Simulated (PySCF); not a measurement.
# Gas-phase XPS of B(PF3)H3, computed

Species: B(PF3)H3.
Z-matrix (Å and degrees, PBE0-D3(BJ)/def2-SVP geometry), rows numbered from 1:
```
B 
P   1  1.8361
F   2  1.5702  1  118.27
F   2  1.5702  1  117.91  3  -120.26
F   2  1.5699  1  117.94  3   119.92
H   1  1.2175  2  102.40  3   178.71
H   1  1.2171  2  102.93  3    58.77
H   1  1.2171  2  102.76  3   -61.42
```

Theory: delta-SCF UKS SCAN, pcX-2 on the ionised atom, pcseg-1 elsewhere, spin-free X2C (PySCF). Binding energies are ΔSCF values: E(core-ionised, relaxed orbitals) − E(ground state) at a fixed geometry, referred to the vacuum level.

List the computed XPS lines with their assignment.

```json
{"atom(s)": "P2", "bonded to": "3 F and B", "level": "P 1s", "binding energy (eV)": "2156.63", "count": "1"}
{"atom(s)": "F3/F4/F5", "bonded to": "P", "level": "F 1s", "binding energy (eV)": "694.75", "count": "3"}
{"atom(s)": "B1", "bonded to": "3 H and P", "level": "B 1s", "binding energy (eV)": "194.96", "count": "1"}
```

Which effective nuclear charge Zeff reproduces each element's mean 1s value in the hydrogen-like formula E = 13.606 eV × Zeff²?

B (Z = 5): mean 195.0 eV, Zeff = 3.79, Z − Zeff = 1.21; F (Z = 9): mean 694.7 eV, Zeff = 7.15, Z − Zeff = 1.85; P (Z = 15): mean 2156.6 eV, Zeff = 12.59, Z − Zeff = 2.41. Means run over the listed sites, weighted by atom count.

Which photon energy gives electrons from B 1s of B1 a kinetic energy of 200 eV, and what is their de Broglie wavelength?

hν = 194.96 + 200 = 394.96 eV, recoil neglected; λ = 12.264 Å/√(E/eV) = 0.87 Å.

Atoms equivalent by their bonding share one computed value, that of the first of them. Not every level is listed. Geometry: PBE0-D3(BJ)/def2-SVP; no solvent, vibrations or thermal averaging.

The run took 16 s wall on Arm Neoverse V1, one thread (shared host).
